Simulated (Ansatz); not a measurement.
Geometry optimisation, RKS B3LYP-D4/def2-SVP (Ansatz 0.2.0).

The input (input.yaml):

```yaml
crystal:
  periodic: [false, false, false]
  atoms:
    - { symbol: Si, position_ang: [-0.8486, 0.347, -0.0905] }
    - { symbol: Sb, position_ang: [0.7177, -1.4659, 0.4321] }
    - { symbol: Cl, position_ang: [2.1585, -0.7738, -1.354] }
    - { symbol: H, position_ang: [-1.5456, 0.0782, -1.3447] }
    - { symbol: H, position_ang: [-0.1529, 1.6413, -0.3001] }
    - { symbol: H, position_ang: [-1.8554, 0.5567, 1.0016] }
    - { symbol: H, position_ang: [1.5875, -0.4515, 1.61] }
basis:
  gaussian: { orbitals: def2-SVP }
hamiltonian:
  xc: b3lyp
  dispersion: d4
relax:
  f_tol: 0.02
  max_steps: 40
scf:
  lower_state_search: "off"
```

Command:

```bash
$ ansatz run input.yaml --threads 1 --pin off --max-ram 2048MiB --backend cpu --events-out ev --progress --plain --runs-dir out
```

**Question.** Where does it end, and by what steps?

**Answer.** The forces met the threshold. After 7 steps the energy has fallen by 0.184 eV; Cl3 moved furthest, 0.09 Å.

```tsv
step	energy less start (eV)	largest force component (eV/Å)	accepted
0	0.0000	1.721	yes
1	-0.1251	0.632	yes
2	-0.1806	0.156	yes
3	-0.1829	0.076	yes
4	-0.1762	0.144	no
5	-0.1838	0.023	yes
6	-0.1834	0.041	no
7	-0.1840	0.003	yes
```

```xyz
7
Properties=species:S:1:pos:R:3
Si -0.887 0.421 -0.098
Sb 0.801 -1.492 0.465
Cl 2.203 -0.843 -1.398
H -1.582 0.061 -1.366
H -0.159 1.709 -0.262
H -1.896 0.540 0.997
H 1.582 -0.464 1.616
```

Whether the end is a true minimum wasn't checked by a vibrational analysis.

Run time: 25 s on 1 thread of Arm Neoverse V1 (shared host), peak memory 0.15 GiB.
